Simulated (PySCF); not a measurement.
# How methods differ on the ionisation energy of Xe

Xe [Xe] (1S) → Xe⁺ [Kr] 4d10 5s2 5p5 (2P), as a difference of total energies. All numbers are calculated (PySCF 2.14, scalar relativity through the core potential, in aug-cc-pVQZ-PP with ECP28MDF (7s7p5d3f2g, 92 functions)). Correlated levels: valence: 4s2 4p6 4d10 frozen. The calculations carry no spin-orbit coupling.

```
           method  ionisation energy (eV)
              UHF                  11.449
    MP2 (valence)                  12.410
SCS-MP2 (valence)                  12.356
   CCSD (valence)                  12.335
CCSD(T) (valence)                  12.387
```

Problem. How much does correlation contribute at CCSD(T) (valence)?

Solution. 12.387 − (11.449) = 0.938 eV, measured against UHF.

Errors of the correlated levels include the incompleteness of this basis and the frozen core.

For comparison: 12.565 eV (measured; NIST levels, between the centres of gravity of the two terms).
